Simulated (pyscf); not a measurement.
H₃Ge–SbH₂ → SbH₃ + germylene (GeH₂) [singlet] (1,1-elimination; singlet surface; Ge–Sb, Ge–H broken, H–Sb formed). Structures and frequencies: ωB97X-D3(BJ)/def2-SVP in PySCF. Correlated levels are frozen-core, on RHF or UHF. ΔMP2 is the change of the MP2 total energy from the triple- to the quadruple-zeta basis. Energies in kJ/mol from the reactant's lowest minimum found.

| level | barrier | reaction energy |
|---|---|---|
| ωB97X-D3(BJ)/def2-TZVP | 194.7 | +245.2 |
| PBE0-D3(BJ)/def2-TZVP | 175.4 | +229.2 |
| M06-2X/def2-TZVP | 176.8 | +208.9 |
| HF/def2-TZVP | [?] | +186.4 |
| CCSD/def2-TZVPP | 196.5 | +213.4 |
| CCSD(T)/def2-TZVPP | 189.3 | +218.7 |
| CCSD(T)/def2-TZVPP + ΔMP2(QZVPP) | [?] | [?] |

### Question
Some entries are withheld; supply them.

### Answer

- HF/def2-TZVP, barrier: 227.3
- CCSD(T)/def2-TZVPP + ΔMP2(QZVPP), barrier: 182.4
- CCSD(T)/def2-TZVPP + ΔMP2(QZVPP), reaction energy: +220.3

On the product side the descent ends in an adduct with a Ge–Sb contact, 56.9 kJ/mol under the separated species and 6.4 kJ/mol under the saddle at ωB97X-D3(BJ)/def2-TZVP. At ωB97X-D3(BJ), PBE0-D3(BJ), M06-2X, CCSD, CCSD(T), CCSD(T) the saddle lies under the separated products, which points to a path from their complex (located at ωB97X-D3(BJ) alone), and parting the products costs more than the saddle. What is counted as broken (Ge–Sb) persists as a longer contact in the product adduct; parting that adduct is a step of its own. One saddle was located; it need not be the lowest between these sides. The CCSD(T) − MP2 part came from Ansatz, without density fitting, on the same reference. The frozen core leaves the outer d or s,p core shells of the metals and heavy elements correlated in the MP2 and CC values, and def2-TZVPP describes them poorly, which can shift differences by a few kcal/mol. Elements up to Kr have no core potential and no relativistic terms here. Elements past Kr carry the def2 core potentials, without spin-orbit coupling.
